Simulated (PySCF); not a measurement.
C4H9FSi, SMILES C1CC(F)(C1)[SiH3].

Coordinates come from a PBE-D3(BJ)/def2-SVP optimisation. The structure was generated by enumeration, and PubChem lists no compound with its InChIKey, so it may never have been made.

Calculation: PySCF with PBE-D3(BJ)/def2-SVP.

Frequencies are harmonic and unscaled.

```tsv
mode	ν (cm⁻¹)	IR (km/mol)	moving atoms (share of kinetic energy)
1	139	0.0	C 41 %, H 35 %, Si 18 %
2	155	0.0	H 96 %
3	185	0.0	C 45 %, H 41 %, Si 9 %
4	213	1.8	F 40 %, H 29 %, C 23 %
5	341	6.9	Si 37 %, H 27 %, F 20 %, C 16 %
6	369	4.7	C 43 %, F 32 %, H 25 %
7	523	0.4	C 35 %, F 31 %, H 24 %, Si 10 %
8	581	20.0	H 64 %, C 16 %, Si 15 %
9	615	25.2	H 76 %, Si 13 %, C 11 %
10	652	14.3	H 62 %, C 28 %
11	775	0.1	H 81 %, C 18 %
12	780	17.6	H 61 %, C 28 %, F 9 %
13	874	191.3	H 88 %, Si 9 %
14	896	22.4	C 51 %, H 44 %
15	906	14.3	H 92 %
16	907	36.5	H 95 %
17	923	0.3	C 58 %, H 42 %
18	952	20.4	C 59 %, H 33 %, F 9 %
19	988	0.2	H 88 %, C 12 %
20	1043	1.5	C 77 %, H 22 %
21	1093	33.9	C 77 %, H 14 %, F 9 %
22	1128	9.8	C 60 %, H 38 %
23	1152	1.0	H 67 %, C 33 %
24	1191	0.0	H 79 %, C 21 %
25	1211	14.0	H 61 %, C 37 %
26	1223	0.4	H 66 %, C 34 %
27	1231	9.0	H 51 %, C 49 %
28	1390	6.3	H 92 %, C 8 %
29	1406	3.7	H 93 %
30	1430	4.8	H 87 %, C 13 %
31	2155	63.0	H 98 %
32	2176	92.2	H 97 %
33	2185	95.5	H 96 %
34	2987	34.1	H 95 %
35	2991	4.6	H 95 %
36	3009	20.6	H 94 %
37	3050	8.3	H 90 %, C 10 %
38	3052	10.2	H 90 %, C 10 %
39	3073	22.1	H 90 %, C 10 %
```
